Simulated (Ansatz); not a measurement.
Geometry optimisation, RKS revPBE-D4/def2-mTZVP (Ansatz).

Input:

```yaml
crystal:
  periodic: [false, false, false]
  atoms:
    - { symbol: Ga, position_ang: [0.203313, 0.0, 0.117393] }
    - { symbol: H, position_ang: [0.775668, 0.0, 1.562879] }
    - { symbol: H, position_ang: [1.74133, 0.0, -0.109589] }
    - { symbol: H, position_ang: [-1.14171, 0.0, -0.659183] }
basis:
  gaussian: { orbitals: def2-mTZVP }
hamiltonian:
  xc: revpbe
  dispersion: d4
relax:
  f_tol: 0.03
  max_steps: 50
output:
  orbitals: {}
```

Run as:

```bash
$ ansatz run input.yaml --threads 1 --pin off --max-ram 2048MiB --backend cpu --events-out ev --progress --plain --runs-dir out
```

Question: Where does it end, and by what steps?

Answer: The forces met the threshold. After 4 steps the energy has fallen by 0.887 eV; H3 moved furthest, 0.46 Å.

| step | energy less start (eV) | largest force component (eV/Å) | accepted |
| --- | --- | --- | --- |
| 0 | 0.0000 | 1.768 | yes |
| 1 | -0.5827 | 0.871 | yes |
| 2 | -0.8469 | 0.564 | yes |
| 3 | -0.8819 | 0.221 | yes |
| 4 | -0.8870 | 0.004 | yes |

```xyz
4
Properties=species:S:1:pos:R:3
Ga 0.394 0.000 0.228
H 0.395 0.000 1.813
H 1.768 0.000 -0.564
H -0.978 0.000 -0.565
```

Whether the end is a true minimum wasn't checked by a vibrational analysis.

Time of the run: 4.2 s on 1 thread of Arm Neoverse V1 (shared host), peak memory 0.091 GiB.
